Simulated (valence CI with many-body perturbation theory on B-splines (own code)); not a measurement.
# Gd XLIX: key properties

Calculated by relativistic CI+MBPT: six valence electrons over a frozen Dirac-Fock core [Ne], radial functions for each j: 9 s, 9 p, 8 d, 6 f, 3 g, 1 h, with the one-electron correlation potential Σ1 (screened to all orders), the two-electron term Σ2, the three-electron term Σ3, Breit, model QED; selected single and double excitations, second order for the rest, scaled by the run's own slope (own B-spline code, finite nucleus).

No measured spectrum was set against this ion. As an estimate, large intervals hold to a few tenths of a per cent, small ones and those within an open d or f shell to about a per cent. Among the levels kept, up to 1100 cm⁻¹ of a level comes from second order outside the variational space, and about a tenth of that is noise between levels of different J, which matters for small intervals.

Levels are named by their leading jj configuration (3d3/2^4 stands for four electrons in 3d with j = 3/2), which in mixed levels can hold well under half, so a name can repeat and another be missing.

Rates and lifetimes use the calculated energies. Strong lines usually hold to 10 to 20 %, long lifetimes can be off by a factor of two.

**Question.** What is the ground level?

**Answer.** (3s^2 3p1/2^2 3p3/2^2) J=2, composition 69 % 3s²3p⁴ ³P + 30 % 3s²3p⁴ ¹D, g = 1.340.

**Question.** What is the ionisation energy?

**Answer.** 4193.3 eV; NIST lists 4191 ± 4 eV (theoretical).

**Question.** Where does the other parity begin?

**Answer.** At (3s^2 3p1/2^2 3p3/2 3d3/2) J=2, 14.278 Ry.

**Question.** How well does LS coupling describe the low levels?

**Answer.** Among the lowest 20 levels the leading LS term, summed over configurations, holds 52 % on average. For single configurations the figures are 50 % in LS and 94 % in jj coupling. Terms mix most in the J = 3 level at 14.804 Ry, where the leading one holds 28 %.

**Question.** Name the longest-lived excited levels whose lifetime is computed, and their main decay.

**Answer.** (3s^2 3p1/2^2 3p3/2^2) J=0 at 1.192 Ry lives 97.8 ms, mostly by E2 to (3s^2 3p1/2^2 3p3/2^2) J=2; (3s^2 3p1/2^2 3p3/2 3d5/2) J=4 at 17.516 Ry lives 3.04 μs, mostly by M1 to (3s^2 3p1/2^2 3p3/2 3d3/2) J=3; (3s^2 3p1/2^2 3p3/2 3d3/2) J=0 at 14.788 Ry lives 1.11 μs, mostly by E1 to (3s^2 3p1/2 3p3/2^3) J=1.

**Question.** Among levels below 33.383 Ry, which E1 lines absorb most strongly from the ground level?

**Answer.** to (3s^2 3p1/2 3p3/2^2 3d3/2) J=2 at 3.096 nm, f = 0.228; to (3s^2 3p1/2 3p3/2^2 3d3/2) J=3 at 3.138 nm, f = 0.197; to (3s^2 3p1/2 3p3/2^2 3d3/2) J=1 at 3.074 nm, f = 0.141.

**Question.** What are the static dipole polarisabilities of the lowest levels?

**Answer.** (3s^2 3p1/2^2 3p3/2^2) J=2 0.00628 (tensor 4.7e-05); (3s^2 3p1/2^2 3p3/2^2) J=0 0.00626 bohr³, of which the core gives 8.69e-05.
